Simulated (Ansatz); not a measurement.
The same molecule with X = B, Al, Ga, In. Ansatz, PBE0-D4/def2-TZVP geometries, multiplicity 1. Each molecule was computed in one conformer, which needn't be the lowest.

Elements past krypton have def2 core potentials. Scalar relativity is left out up to krypton.

```csv
X,molecule,mean X–Cl bond length / Å,mean X–N bond length / Å,HOMO energy (PBE/def2-TZVPP) / eV,LUMO energy (ωB97M-V/def2-TZVPP) / eV,HOMO energy (ωB97M-V/def2-TZVPP) / eV
B,`CN(C)B(Cl)Cl`,1.769,1.388,-6.26,2.19,-9.78
Al,`C[N](C)[Al]([Cl])[Cl]`,2.085,1.753,-5.57,1.17,-9.13
Ga,`C[N](C)[Ga]([Cl])[Cl]`,2.127,1.797,-5.62,0.98,-9.14
```

**Question.** Give the row for X = In, `C[N](C)[In]([Cl])[Cl]`. (An estimate is asked.)

**Answer.** The calculation gave: 
```
 X                 molecule  mean X–Cl bond length / Å  mean X–N bond length / Å  HOMO energy (PBE/def2-TZVPP) / eV  LUMO energy (ωB97M-V/def2-TZVPP) / eV  HOMO energy (ωB97M-V/def2-TZVPP) / eV
In  `C[N](C)[In]([Cl])[Cl]`                      2.308                     1.984                              -5.44                                  -0.04                                  -8.94
```

From B to In the mean X–Cl bond length rises at each step, by 0.539 Å in all; the mean X–N bond length rises at each step, by 0.596 Å in all; the HOMO energy (PBE/def2-TZVPP) isn't monotonic: highest at In, lowest at B; the LUMO energy (ωB97M-V/def2-TZVPP) falls at each step, by 2.23 eV in all; the HOMO energy (ωB97M-V/def2-TZVPP) isn't monotonic: highest at In, lowest at B. Bonds lengthen as the atom grows down the group.

Positive LUMOs are unbound, so they and the gaps depend on the basis.
